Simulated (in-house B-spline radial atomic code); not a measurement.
Radial electron density of the caesium ion Cs⁶⁺, [Kr] 4d10 5s2 5p1. Level of theory: scalar-relativistic (X2C) r2SCAN0, spin-polarised, spherical fractional occupations, Fermi nucleus of rms radius 4.8041 fm; calculated with an all-electron radial atomic-structure program (B-spline basis).

Caution: exact exchange at fractional occupations of open shells leaves self-interaction of up to several eV.

One-electron X2C: radii and densities carry no picture-change correction, so inner-shell <1/r> comes out high (for 1s by about 2 % at Z = 33, 5 % at 54, 10 % at 75, 30 % at 118) and <r> low.

Columns: r (bohr), 4πr²n(r) (electrons per bohr), bar.

```
0.000833    2.519 #
 0.00102    3.451 ##
 0.00126    4.773 ##
 0.00155    6.525 ###
 0.00191    8.884 ####
 0.00235    11.97 ######
 0.00289    15.96 ########
 0.00355    20.98 ##########
 0.00437    27.23 #############
 0.00537     34.6 ################
 0.00661    43.03 ####################
 0.00813    51.93 ########################
    0.01    60.52 ############################
  0.0123     67.6 ################################
  0.0151    71.88 ##################################
  0.0186    72.48 ##################################
  0.0229    69.49 #################################
  0.0282    64.82 ##############################
  0.0347    62.14 #############################
  0.0427     65.2 ###############################
  0.0525    74.94 ###################################
  0.0646    87.19 #########################################
  0.0794    93.53 ############################################
  0.0977    88.16 #########################################
    0.12    75.15 ###################################
   0.148    66.97 ################################
   0.182    71.71 ##################################
   0.224    79.31 #####################################
   0.275    72.19 ##################################
   0.339    49.14 #######################
   0.417    29.86 ##############
   0.513    27.12 #############
   0.631     31.2 ###############
   0.776    27.89 #############
   0.954     17.9 ########
    1.17    9.381 ####
    1.44    4.951 ##
    1.78    2.702 #
    2.19    1.183 #
    2.69   0.3305 
    3.31  0.05029 
    4.07 0.003827 
    5.01 0.0001236 
    6.16 1.603e-06
```

On this grid the curve has 4 maxima, near 0.0186, 0.0794, 0.224, 0.631 bohr.

The 5s up radial function P(r) = rR(r), positive near the nucleus:

```json
{"r (bohr)": "0.000364", "P": "0.01761"}
{"r (bohr)": "0.00055", "P": "0.02449"}
{"r (bohr)": "0.000833", "P": "0.03395"}
{"r (bohr)": "0.00126", "P": "0.04667"}
{"r (bohr)": "0.00191", "P": "0.06351"}
{"r (bohr)": "0.00289", "P": "0.08471"}
{"r (bohr)": "0.00437", "P": "0.1096"}
{"r (bohr)": "0.00661", "P": "0.1349"}
{"r (bohr)": "0.01", "P": "0.1524"}
{"r (bohr)": "0.0151", "P": "0.1462"}
{"r (bohr)": "0.0229", "P": "0.09294"}
{"r (bohr)": "0.0347", "P": "-0.02359"}
{"r (bohr)": "0.0525", "P": "-0.1729"}
{"r (bohr)": "0.0794", "P": "-0.2335"}
{"r (bohr)": "0.12", "P": "-0.05097"}
{"r (bohr)": "0.182", "P": "0.2831"}
{"r (bohr)": "0.275", "P": "0.2544"}
{"r (bohr)": "0.513", "P": "-0.5094"}
{"r (bohr)": "0.776", "P": "-0.1191"}
{"r (bohr)": "1.17", "P": "0.7715"}
{"r (bohr)": "1.78", "P": "0.8529"}
{"r (bohr)": "2.69", "P": "0.2876"}
{"r (bohr)": "4.07", "P": "0.02383"}
```
